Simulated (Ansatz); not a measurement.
Energy profile

The step: SiN₂H₆O ([NH2][SiH]([NH2])[OH]) → SiN₂H₄O ([NH2][Si]([NH2])[O]) + H₂; bonds formed: H2–H4; bonds broken: Si1–H2, O3–H4 (atoms numbered as in the saddle structure below).

Si1  (-0.136, 0.249, -0.269)
H2  (0.578, -0.939, -1.419)
O3  (-0.532, 1.007, -1.574)
H4  (0.164, -0.194, -1.859)
N5  (1.145, 0.728, 0.705)
N6  (-1.235, -0.638, 0.637)
H7  (1.338, 0.382, 1.628)
H8  (1.861, 1.338, 0.350)
H9  (-2.105, -0.944, 0.237)
H10  (-1.079, -0.989, 1.565)
(Å)

Electronic energies by CCSD(T) at an estimated basis limit (MP2 extrapolated from triple and quadruple zeta, plus CCSD(T) − MP2 in triple zeta), on PBE0-D4/def2-TZVP structures; SiN$_{2}$H$_{6}$O, closed shell; no counterpoise correction. Ansatz 0.2.0; basis: def2-TZVPP and def2-QZVPP; cores frozen in the correlated methods. Extrapolation: Hartree–Fock as exp(−7.88 √X), correlation as X^−2.97.

Problem. Give the profile in kJ/mol, counted from the start structure. (An estimate is asked for; the value comes from the calculation.)

Solution. The calculation gives:
| point | kJ/mol |
| --- | --- |
| start structure | 0.0 |
| saddle | 236.9 |
| end structure | 154.6 |
| separated: SiN$_{2}$H$_{4}$O (linked as [NH2][Si]([NH2])[O]; Si1, O3, N5, N6, H7, H8, H9, H10; singlet) + H$_{2}$ (H2, H4; singlet) | 159.6 |

T1 diagnostic: at most 0.015.

For scale, one of the runs: CCSD(T)/def2-TZVPP, 219 basis functions, launched by `ansatz run in.yaml --threads 4 --pin off --events-out ev --progress --plain --max-ram 9574MiB`. Hardware: 4 CPU threads of an Arm Neoverse V1, shared host. Wall time 54 s; peak host memory 3.4 GiB.
